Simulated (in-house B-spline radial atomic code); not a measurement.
# RPA and G0W0 on PBE0: C V (C4+)

Configuration 1s2, mean-field start PBE0. Computed with a B-spline radial code for spherical atoms: all electrons, non-relativistic, point nucleus, each spin shell either full or empty, empty states to l = 9 with an (l + 1/2)⁻⁴ tail; G0W0 by contour deformation at full frequency.

Relativity, left out, deepens the 1s level by about Z⁴α²/8 hartree.

Command:
```bash
python run_gw.py task.json out
```
Settings (radii: box in bohr, nucleus in fm):
```
Z                        6
electrons                2
configuration            1s2
hamiltonian              nr
method                   pbe0
lmax                     9
spin_polarised           False
box_radius               11.96
intervals                44
ion_configuration        1s1
```

Run time, properties included: 0.9 s on 1 thread of Arm Neoverse N1, on a shared host.

Energies (hartree):

| term | value |
| --- | --- |
| mean-field total | -32.35991 |
| Hartree-Fock functional on these orbitals | -32.36044 |
| direct second order | -0.092188 |
| second-order exchange | 0.046095 |
| SOSEX correction | 0.044142 |

Problem. What is the RPA correlation energy, and what remains with SOSEX?

Solution. RPA gives -0.088281 hartree (-1.2 eV per electron); RPA + SOSEX gives -0.044139, and the second-order doubles -0.046093 hartree (no singles). SOSEX takes back 50 % of the RPA value, the self-correlation of each of the two electrons.

Quasi-particle levels (eV):

| level | occupied | mean field | Σx - vxc | Σc | QP weight | G0W0 |
| --- | --- | --- | --- | --- | --- | --- |
| 1s | yes | -366.47 | -25.95 | ? | ? | ? |
| 2s | no | -68.22 | 4.09 | -0.19 | 0.999 | -64.32 |

G0W0 = mean field + (Σx - vxc) + Σc, with Σc (partial-wave tail included) taken at the quasi-particle energy.

Problem. Where does G0W0 put 1s?

Solution. At -391.76 eV, with Σc = 0.66 eV and a quasi-particle weight of 0.991. The tabulated removal energy is 392.091 eV (NIST, tabulated theory).

Problem. What does it cost to remove one electron (to 1s1) by differences of total energies, each species on its own start (correlation terms add to the Hartree-Fock functional)?

Solution. PBE0 391.38 eV, Hartree-Fock functional 390.78 eV, + RPA 392.57 eV, + RPA + SOSEX 391.98 eV, + second order 392.03 eV. Tabulated: 392.091 eV (NIST, tabulated theory).
